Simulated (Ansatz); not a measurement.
Stepwise reaction of `FC[SiH]([SiH3])[SiH3]` with hydrogen, as a gas-phase model of exchange steps in deposition or etching. ΔE in kJ/mol.

Isolated molecules relaxed with PBE0-D4/def2-TZVP in Ansatz; ΔE leaves out vibrations. CCSD(T)/CBS adds triple-zeta CCSD(T) − MP2 to the extrapolated MP2 energy (def2 sets, frozen cores). This one scheme is used for every species. DFT in def2-TZVPP. B3LYP here is the variant with VWN-RPA as its local correlation; programs differ in this. Each species was taken in one conformer, which may not be the lowest.

```json
{"step": "1", "reaction": "`FC[SiH]([SiH3])[SiH3]` + H₂ → `FC[SiH2][SiH3]` + SiH₄", "PBE-D4": "1.4", "B3LYP-D4": "-13.5", "ωB97M-V": "-18.3", "CCSD(T)/CBS": "-12.8"}
```

Problem. Give the row of step 2, `FC[SiH2][SiH3]` + H₂ → `FC[SiH3]` + SiH₄. (Estimate.)

Solution. The calculation gave: 
| step | reaction | PBE-D4 | B3LYP-D4 | ωB97M-V | CCSD(T)/CBS |
| --- | --- | --- | --- | --- | --- |
| 2 | `FC[SiH2][SiH3]` + H₂ → `FC[SiH3]` + SiH₄ | -3.9 | -19.0 | -23.1 | -18.3 |

Problem. By hand: ΔE of the 2 steps together at CCSD(T)/CBS.

Solution. (-12.8) + (-18.3) = -31.1 kJ/mol, or -15.6 kJ/mol a step.

In ΔE each step is lower than the one before. All are downhill at CCSD(T)/CBS. PBE-D4 differs from CCSD(T)/CBS by 14.2 to 14.4 kJ/mol a step. Isolated molecules leave out the surface, adducts and barriers. Largest T1 diagnostic: 0.013.
